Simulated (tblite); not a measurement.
C₃H₁₀Cl₂GaN.
Bonds: C1–C2, C2–C3, C3–Ga4, Ga4–N5, Ga4–Cl6, Ga4–Cl7. Hydrogens: H8, H9, H10 on C1; H11, H12 on C2; H13, H14 on C3; H15, H16, H17 on N5.

Computed with GFN2-xTB (tblite), gas phase: L-BFGS steps from a force-field or distance-geometry start until the largest atomic force falls under 0.01 eV/Å.

Step 40: E = -676.8107 eV
```
atom  x, y, z in Å  |  force x, y, z in eV/Å
C1     -1.8485    0.5739    0.6995    0.018  -0.017   0.001
C2     -1.6789   -0.8656    0.1913    0.009  -0.008   0.003
C3     -0.4413   -1.0401   -0.6920    0.013   0.015   0.010
Ga4     1.3509   -0.6952    0.2607   -0.020   0.051  -0.013
N5      2.0795    1.3229   -0.6179   -0.012   0.010   0.022
Cl6     1.4959   -0.1114    2.2910    0.000  -0.011  -0.004
Cl7     3.0595   -1.7206   -0.4680    0.041  -0.045  -0.010
H8     -0.9798    1.1769    0.4293    0.010  -0.026  -0.011
H9     -1.9361    0.5969    1.7828   -0.029  -0.010  -0.007
H10    -2.7347    1.0445    0.2786    0.049  -0.006  -0.024
H11    -1.6029   -1.5481    1.0421   -0.002   0.002   0.009
H12    -2.5614   -1.1648   -0.3823   -0.020   0.016   0.014
H13    -0.4998   -0.3695   -1.5580   -0.034  -0.040  -0.004
H14    -0.4093   -2.0634   -1.0888   -0.016   0.044   0.007
H15     1.5651    2.1229   -0.2585    0.011   0.025  -0.020
H16     3.0405    1.3898   -0.2855   -0.013   0.000  -0.007
H17     2.0943    1.3629   -1.6344   -0.005   0.000   0.035
```

Step 41: E = -676.8115 eV
```
atom  x, y, z in Å  |  force x, y, z in eV/Å
C1     -1.8476    0.5748    0.6987    0.027  -0.036   0.003
C2     -1.6779   -0.8664    0.1911   -0.006   0.014   0.007
C3     -0.4405   -1.0427   -0.6932   -0.023   0.024   0.026
Ga4     1.3497   -0.6915    0.2603   -0.033   0.055   0.008
N5      2.0779    1.3252   -0.6148   -0.012   0.006   0.019
Cl6     1.4988   -0.1127    2.2938   -0.004  -0.017  -0.029
Cl7     3.0540   -1.7164   -0.4745    0.060  -0.053  -0.014
H8     -0.9746    1.1765    0.4368   -0.008  -0.040  -0.021
H9     -1.9413    0.5967    1.7818   -0.037  -0.012  -0.017
H10    -2.7309    1.0478    0.2728    0.073  -0.015  -0.019
H11    -1.6023   -1.5482    1.0432    0.000   0.014  -0.006
H12    -2.5619   -1.1652   -0.3819   -0.003   0.019   0.024
H13    -0.5033   -0.3768   -1.5624   -0.023  -0.029  -0.002
H14    -0.4088   -2.0672   -1.0864   -0.008   0.037   0.013
H15     1.5689    2.1304   -0.2605    0.003   0.031  -0.010
H16     3.0394    1.3875   -0.2837    0.000   0.003   0.002
H17     2.0934    1.3602   -1.6311   -0.007  -0.001   0.015
```

Step 42: E = -676.8126 eV
```
atom  x, y, z in Å  |  force x, y, z in eV/Å
C1     -1.8450    0.5752    0.6978    0.030  -0.048   0.008
C2     -1.6763   -0.8674    0.1910   -0.023   0.031   0.012
C3     -0.4399   -1.0451   -0.6951   -0.059   0.030   0.035
Ga4     1.3472   -0.6845    0.2588   -0.030   0.038   0.029
N5      2.0753    1.3282   -0.6104   -0.009   0.006   0.012
Cl6     1.5005   -0.1142    2.2967   -0.008  -0.022  -0.055
Cl7     3.0473   -1.7137   -0.4809    0.065  -0.048  -0.013
H8     -0.9673    1.1751    0.4454   -0.022  -0.054  -0.029
H9     -1.9471    0.5959    1.7803   -0.044  -0.012  -0.021
H10    -2.7242    1.0512    0.2656    0.091  -0.018  -0.017
H11    -1.6000   -1.5480    1.0445    0.003   0.022  -0.019
H12    -2.5623   -1.1656   -0.3801    0.014   0.020   0.034
H13    -0.5088   -0.3860   -1.5684   -0.011  -0.006  -0.004
H14    -0.4086   -2.0708   -1.0844    0.003   0.021   0.022
H15     1.5732    2.1405   -0.2631   -0.005   0.037   0.003
H16     3.0375    1.3849   -0.2812    0.014   0.007   0.014
H17     2.0915    1.3564   -1.6265   -0.009  -0.004  -0.010
```

Q: Estimate the geometry and energy of step 43. (The exact step hangs on the optimiser's Hessian estimate; all steps are aligned on step 42, rigid shifts and turns removed.)

A: E = -676.8139 eV, largest force 0.097 eV/Å
```
atom  x, y, z in Å  |  force x, y, z in eV/Å
C1     -1.8414    0.5750    0.6967    0.022  -0.044   0.014
C2     -1.6747   -0.8682    0.1913   -0.035   0.035   0.016
C3     -0.4404   -1.0477   -0.6968   -0.079   0.032   0.031
Ga4     1.3437   -0.6750    0.2565   -0.011  -0.001   0.037
N5      2.0721    1.3325   -0.6047   -0.003   0.014   0.000
Cl6     1.5031   -0.1171    2.2985   -0.012  -0.022  -0.071
Cl7     3.0410   -1.7117   -0.4877    0.051  -0.029  -0.007
H8     -0.9586    1.1723    0.4550   -0.023  -0.065  -0.033
H9     -1.9549    0.5946    1.7781   -0.046  -0.009  -0.017
H10    -2.7145    1.0546    0.2563    0.094  -0.014  -0.020
H11    -1.5977   -1.5473    1.0463    0.007   0.022  -0.027
H12    -2.5627   -1.1656   -0.3774    0.019   0.016   0.039
H13    -0.5159   -0.3970   -1.5753   -0.001   0.023  -0.006
H14    -0.4088   -2.0746   -1.0818    0.016   0.000   0.036
H15     1.5785    2.1535   -0.2662   -0.008   0.036   0.014
H16     3.0354    1.3823   -0.2781    0.021   0.010   0.024
H17     2.0888    1.3516   -1.6208   -0.011  -0.005  -0.029
```

The energy changes by -0.0013 eV. The first-order estimate −F·Δx gives -0.0017 eV and the mean of the old and new forces, exact on a quadratic surface, -0.0013 eV. The step makes an angle of 77° with the force vector and moves no atom by more than 0.015 Å.

What follows is the cost of the whole relaxation. Hardware: one thread of an Arm Neoverse N1, shared host. Cost: 2.2 s.
